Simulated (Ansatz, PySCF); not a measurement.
The Ansatz (a first-principles code) input:
Ansatz 0.2 input:
```yaml
crystal:
  periodic: [false, false, false]
  atoms:
    - {symbol: S, position_ang: [-0.00537468, -0.04815724, 1.21841919]}
    - {symbol: C, position_ang: [0.01986202, 1.30772605, -0.16320033]}
    - {symbol: C, position_ang: [-0.01696070, -1.17565525, -0.08708173]}
    - {symbol: C, position_ang: [0.01720962, 0.81295480, -1.37105401]}
    - {symbol: C, position_ang: [-0.00405720, -0.62093181, -1.32562868]}
    - {symbol: H, position_ang: [0.03299419, 2.30566269, 0.24093354]}
    - {symbol: H, position_ang: [-0.03341327, -2.22952851, 0.16092592]}
    - {symbol: H, position_ang: [-0.00990838, -1.25018105, -2.21477794]}
basis:
  gaussian:
    orbitals: STO-3G
total_charge: -1
magnetization: {spin_polarized: false}
correlation: {method: ccsd_t, electrons: outside_noble_gas}
accuracy: high
```

Problem. Give the equivalent PySCF input.

Solution. This is not unique; one that fits is 
```python
from pyscf import gto, scf, cc

mol = gto.Mole()
mol.atom = '''
    S    -0.005375   -0.048157    1.218419
    C     0.019862    1.307726   -0.163200
    C    -0.016961   -1.175655   -0.087082
    C     0.017210    0.812955   -1.371054
    C    -0.004057   -0.620932   -1.325629
    H     0.032994    2.305663    0.240934
    H    -0.033413   -2.229529    0.160926
    H    -0.009908   -1.250181   -2.214778
'''
mol.basis = 'sto-3g'
mol.charge = -1
mol.spin = 0
mol.verbose = 3
mol.build()

mf = scf.RHF(mol)
mf.kernel()

mycc = cc.CCSD(mf, frozen=9)
mycc.kernel()
et = mycc.ccsd_t()
print('E(CCSD(T)) = %.10f' % (mycc.e_tot + et))
```

Both were run: Ansatz gave -544.576969 Eh and PySCF -544.576969 Eh, 0.000 mEh apart.
